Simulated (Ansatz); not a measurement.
SnGe5. Charge 0, multiplicity 3. Geometry r2SCAN-D4/def2-SVP, that of the neutral singlet; atoms count from 1.

```tsv
atom	x (Å)	y (Å)	z (Å)
Ge1	0.951	0.979	0.524
Ge2	-1.020	-0.957	-0.426
Ge3	1.144	-0.363	-1.633
Ge4	1.091	-1.532	0.856
Ge5	-0.865	1.460	-1.179
Sn6	-1.302	0.413	1.858
```

In the def2 sets Sn takes a core potential; there is no spin–orbit coupling. At PBE0-D4/def2-SVP a singlet of charge 0 lies 2.03 eV below the triplet at the same geometry. The structure comes from a short search, and lower isomers may exist.

(1) Estimate the Mulliken populations from the PBE0/def2-SVP orbitals of Ansatz.

(2) Where does the spin sit?

(3) And the Mayer bond orders between bonded heavy atoms (over 0.3)?

Results:

(1) 
```tsv
atom	charge (e)	spin (α − β)
Ge1	-0.15	0.23
Ge2	-0.15	0.23
Ge3	0.03	-0.01
Ge4	0.00	0.78
Ge5	0.00	0.78
Sn6	0.26	-0.01
```
Mulliken values and Mayer orders depend strongly on the basis.

(2) Summed by element: Ge 2.01, Sn -0.01, of 2 unpaired in all. Largest on single atoms: Ge4 0.78, Ge5 0.78, Ge2 0.23.

(3) Ge1–Ge2 0.45 (2.92 Å); Ge1–Ge3 0.56 (2.55 Å); Ge1–Ge4 0.66 (2.54 Å); Ge1–Ge5 0.66 (2.54 Å); Ge1–Sn6 0.63 (2.68 Å); Ge2–Ge3 0.56 (2.55 Å); Ge2–Ge4 0.66 (2.54 Å); Ge2–Ge5 0.66 (2.54 Å); Ge2–Sn6 0.63 (2.68 Å); Ge3–Ge4 0.52 (2.75 Å); Ge3–Ge5 0.52 (2.75 Å). Values over 0.3 also appear between atoms too far apart for a bond (Ge3–Sn6 0.46 at 4.33 Å; Ge4–Ge5 0.37 at 4.11 Å; Ge4–Sn6 0.37 at 3.24 Å; Ge5–Sn6 0.37 at 3.24 Å); they arise where an orbital or an unpaired electron spreads over both atoms.
